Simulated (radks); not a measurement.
Valence configurations of Cr I (all share [Ar]). Calculated with a radial shooting solver on a logarithmic mesh with Libxc functionals: scalar-relativistic Kohn-Sham, PBE, spin-polarised, spherical densities, finite nucleus; open shells are filled with parallel spins first; Fermi nuclear charge, rms radius 3.6452 fm. Energies are relative to 3d5 4s1; eigenvalues in eV for spin up.

valence          E (eV)  moment (Bohr magnetons)    e(3d)   e(4p)   e(4s)
3d5 4s1           0.000                        6   -3.723       -  -4.468
3d5 4p1           3.338                        6   -5.087  -1.942       -
3d5 4s0.5 4p0.5   1.646                        6   -4.435  -1.602  -4.945
3d4 4s1 4p1       4.122                        6   -8.386  -2.465  -6.399
3d4 4s2           1.963                        4   -7.106       -  -5.252
3d4 4s1.5 4p0.5   3.206                        5   -7.808  -2.097  -5.895
3d6               4.413                        4   -3.075       -       -
3d5.5 4s0.5       2.265                        5   -3.464       -  -4.598
3d3 4s1 4p2      12.151                        6  -13.940  -3.669  -8.274
3d4 4p2           8.114                        6   -9.636  -3.058       -

NIST lists [Ar] 3d5 4s1 as the ground configuration; this level of theory agrees among the configurations tried. The energies are those of spherical high-spin densities, not of single terms.
